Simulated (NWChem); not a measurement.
# C3H4Cl2; SMILES ClC1(Cl)CC1

```xyz
9

Cl    -1.4668     0.0000     0.7566
C      0.0000     0.0000    -0.2132
Cl     1.4668     0.0000     0.7566
C      0.0000    -0.7554    -1.4976
C      0.0000     0.7554    -1.4976
H      0.9235    -1.2736    -1.7675
H     -0.9235    -1.2736    -1.7675
H      0.9235     1.2736    -1.7675
H     -0.9235     1.2736    -1.7675
```
Atoms are numbered in this order, from 1.

Geometry: optimised at PBE0/def2-SVP.

### Question
Give the principal values of the shielding tensors (ppm) of Cl1, C2, C4 from B3LYP/6-311G** (spherical d), GIAO (NWChem), with their diamagnetic and paramagnetic parts as GIAO splits them.

### Answer
| atom | σ11 | σ22 | σ33 | isotropic | diamagnetic | paramagnetic |
|---|---|---|---|---|---|---|
| Cl1 | 319.1 | 620.0 | 1045.1 | 661.4 | 1145.8 | -484.4 |
| C2 | 71.0 | 98.7 | 161.8 | 110.5 | 248.4 | -137.8 |
| C4 | 110.7 | 171.4 | 189.9 | 157.3 | 247.5 | -90.2 |
